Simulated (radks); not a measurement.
Spin polarisation of the 4f3 shell in Pr2+. Start: [Xe] 4f(up 1.5, down 1.5); electrons of 4f are moved from spin down to spin up, other shells keep equal spins. Calculated with a radial shooting solver on a logarithmic mesh with Libxc functionals: scalar-relativistic Kohn-Sham, PBE, spin-polarised, spherical densities, point nucleus.

| moment (Bohr magnetons) | E - E(0) (eV) | e(4f up) (eV) | e(4f down) (eV) | 5p down minus up (eV) | 5s down minus up (eV) | 4d down minus up (eV) |
|---|---|---|---|---|---|---|
| 0 | 0.000 | -13.839 | -13.839 | 0.000 | 0.000 | 0.000 |
| 0.75 | -0.087 | -14.058 | -13.592 | 0.278 | 0.357 | 0.537 |
| 1.5 | -0.350 | -14.247 | -13.316 | 0.557 | 0.715 | 1.072 |
| 2.25 | -0.786 | -14.407 | -13.012 | 0.837 | 1.073 | 1.606 |
| 3 | -1.396 | -14.534 | -12.679 | 1.119 | 1.433 | 2.137 |

At moment 3 the spin-polarisation energy is -1.396 eV and the 4f exchange splitting 1.855 eV, that is 0.618 eV per Bohr magneton; E = -I m^2/4 would give I = 0.621 eV.
